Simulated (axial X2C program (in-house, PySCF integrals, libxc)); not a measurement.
# Testing model relations on GeH

A bond curve at the PBE0 level, with spin–orbit coupling, was computed with an in-house all-electron X2C program for linear molecules (integrals from PySCF) (basis Ge dyall-cv3z [9s9p7d4f1g], H dyall-v3z [6s2p1d] (cores contracted in-house)) for the state Ω = 1/2 (⟨Sz⟩ = -0.50, ⟨Lz⟩ = 1.00 at PBE0). Its fit gives Re = 1.5973 Å, ωe = 1882.8 cm⁻¹, ωexe = 29.1 cm⁻¹ and αe = 1.812e-01 cm⁻¹; the masses are 73.9212 and 1.0078 u. Two-component means X2C with spin–orbit coupling and atomic mean-field Coulomb and Gaunt terms.

Task: Find the reduced mass, Be and the force constant.

Result: From the PBE0 values: μ = 0.9942 u. Be = 16.8576/(μ Re²) = 6.646 cm⁻¹. k = 5.8918×10⁻⁷ μ ωe² = 2.08 mdyn/Å.

Task: Where do the fundamental and the first overtone lie?

Result: ν(1←0) = ωe − 2ωexe = 1824.6 cm⁻¹; ν(2←0) = 2ωe − 6ωexe = 3591.0 cm⁻¹.

Task: Estimate the centrifugal constant by the Kratzer relation.

Result: D = 4Be³/ωe² = 3.31e-04 cm⁻¹.

Task: The dipole moment p changes by 2.99 D/Å at Re. What harmonic infrared intensity follows?

Result: I = 42.256 × (dp/dR)²/μ = 380 km/mol.

Task: A Morse curve ties αe to the other constants (Pekeris). How well does that hold?

Result: αe(Morse) = 6Be²/ωe × (√(ωexe/Be) − 1) = 1.538e-01 cm⁻¹; the PBE0 curve gives 1.812e-01 cm⁻¹, a ratio of 0.85.

One determinant describes the state; a PBE0 search over occupations chose it and may have missed a lower one. Density functionals use the spin component along the axis (collinear). The functionals have no current-density term, which raises determinants with orbital currents, atoms included.
